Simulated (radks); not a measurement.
The numbers below are computed, except where a source is named.
Q: Successive ionisation energies (eV) of one element, from differences of total energies of ions in their ground configurations, starting at charge 44: 3599.0, 3719.7, 3815.0, 3908.9, 4211.3, 4314.3, 9919.3, 10176.0, 10428.7, 10772.1, 11038.5, 11300.2, 12106.8, 12365.4, 50480, 51577. Level of theory: scalar-relativistic Kohn-Sham, BLYP, spin-polarised, spherical densities, finite nucleus; open shells are filled with parallel spins first (spin-orbit coupling, left out, can overturn this in heavy ions); Fermi nuclear charge, rms radius 4.9123 fm (a radial shooting solver on a logarithmic mesh with Libxc functionals). Which element is it?

A: Neodymium (Z = 60). The first species listed is Nd44+ in [Ne] 3s2 3p4, the last Nd59+ in 1s1.
